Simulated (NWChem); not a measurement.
# hydrogen selenide (H2Se); SMILES [SeH2]

```xyz
3

Se     0.0000     0.0000     0.0580
H      1.0538     0.0000    -0.9857
H     -1.0538     0.0000    -0.9857
```
Atoms are numbered in this order, from 1.

All runs use the structure optimised with PBE-D3(BJ)/def2-SVP.

Symmetry labels are those of C2v in the frame above (b1 and b2, or b-type labels, depend on it).

**Question.** List the 4 lowest vertical singlet excitations from Hartree-Fock/def2-SVPD, CIS (NWChem).

**Answer.** 
```tsv
state	energy (eV)	oscillator strength	symmetry	leading excitation (squared amplitude)
S1	5.48	0.000	a2	HOMO → LUMO+4 (0.84)
S2	6.12	0.057	b2	HOMO → LUMO (0.89)
S3	7.81	0.000	a2	HOMO → LUMO+1 (0.87)
S4	7.92	0.003	b2	HOMO → LUMO+2 (0.94)
```
